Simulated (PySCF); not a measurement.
WOCl3, SMILES [W](=[O])([Cl])([Cl])[Cl] (connectivity only; charge and spin as stated), neutral, multiplicity 2. Atoms are numbered in the order given.

```xyz
5

W     -0.0743    -0.2166     0.0000
O      0.0917    -1.8855     0.0000
Cl    -2.1748     0.6570     0.0000
Cl     1.2275     0.5866    -1.6862
Cl     1.2275     0.5866     1.6862
```
Charge 0, spin multiplicity 2.

Geometry: PBE0-D3(BJ)/def2-SVP. The spin state was assumed, not searched. The isomer is the one that the SMILES or the coordinates give; other isomers of the formula were not compared. The def2 effective core potentials stand for the cores of W; spin–orbit coupling is left out.

Method: PBE0/def2-TZVP (PySCF).

ESP charges are fitted to the potential on shells at 1.4 to 2.0 van der Waals radii. Atomic charges (e):

```
atom  Mulliken  ESP fit  Mulliken spin
----  --------  -------  -------------
W1        1.22      [?]           0.91
O2       -0.39      [?]          -0.06
Cl3      -0.29      [?]           0.01
Cl4      -0.27      [?]           0.07
Cl5      -0.27      [?]           0.07
```

**Question.** Some entries are withheld; supply them. (Estimate from the structure and the level; the computed values follow.)

**Answer.** 
- W1, ESP fit: 0.57
- O2, ESP fit: -0.23
- Cl3, ESP fit: -0.07
- Cl4, ESP fit: -0.14
- Cl5, ESP fit: -0.14
